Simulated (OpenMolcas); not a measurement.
Computed levels of 4s2 4p2 in ions with 32 electrons, in cm-1 above 3P0.

```
Program             : OpenMolcas 26.06
Method              : SS-RASPT2, IPEA 0.25 Eh, imaginary shift 0.1 Eh
Basis               : ANO-R3
Scalar Hamiltonian  : X2C, finite nucleus
Spin-orbit coupling : RASSI with atomic mean-field integrals over the reference wave functions, term energies averaged over their components
```

Active space for each ion: 2 electrons in 9 orbitals (RAS2 4p; RAS3 4d 5s, at most 1 electron); closed shells correlated by CASPT2: 3d 4s.

```json
{"Level": "3P1", "Ge": "474", "As+": "912", "Br3+": "2240"}
{"Level": "3P2", "Ge": "1234", "As+": "2260", "Br3+": "5010"}
{"Level": "1D2", "Ge": "7240", "As+": "10120", "Br3+": "15640"}
{"Level": "1S0", "Ge": "19040", "As+": "26470", "Br3+": "37640"}
```

Problem. Estimate 3P2, 1D2, 1S0 for Se2+ from its neighbours As+ and Br3+.

Solution. 3P2 is fine structure, which grows about as the fourth power of a screened charge, so the fourth roots are averaged: ((2260^0.25 + 5010^0.25) / 2)^4 = 3432. The calculation gives 3510, so the estimate is off by -2.2 %; the measured value is 3937 (Moore, Atomic Energy Levels, vol. II, NSRDS-NBS 35 (1971 reprint of NBS Circular 467, 1952)).
1D2 is another term, which grows about linearly with the charge: (10120 + 15640) / 2 = 12880. The calculation gives 12740, so the estimate is off by +1.1 %; the measured value is 13032 (Moore, Atomic Energy Levels, vol. II, NSRDS-NBS 35 (1971 reprint of NBS Circular 467, 1952)).
1S0 is another term, which grows about linearly with the charge: (26470 + 37640) / 2 = 32055. The calculation gives 32230, so the estimate is off by -0.5 %.

CASPT2 breaks the degeneracy within a term, and the mean is taken; among the terms shown or strongly mixed into the levels shown the widest spread is 100 cm-1 (4s2 4p2 1D, Br3+). Over all roots computed the reference weight is 0.85 to 0.94 in As+, 0.84 to 0.95 in Se2+, 0.82 to 0.95 in Br3+; the roots of lowest weight are the least certain, and an intruder state may touch them. With the s shell closed, the reference lacks s² → p² mixing. No level of 4s2 4p 4d was computed, though it lies in the active space (holds for Ge). Some terms miss by over 15 % even with CASPT2, which points to a basis or an active space too small for the shells correlated (holds for Ge; As+). Measured partners are found by configuration, term and J. A level has none where our copy of the source lacks it or the pairing is in doubt (some pairs that miss far off the trend of their configuration count as doubtful), and it then counts in no deviation. Where the source uses jj or jK labels, the order within each J decides. Only configurations of the active space appear.
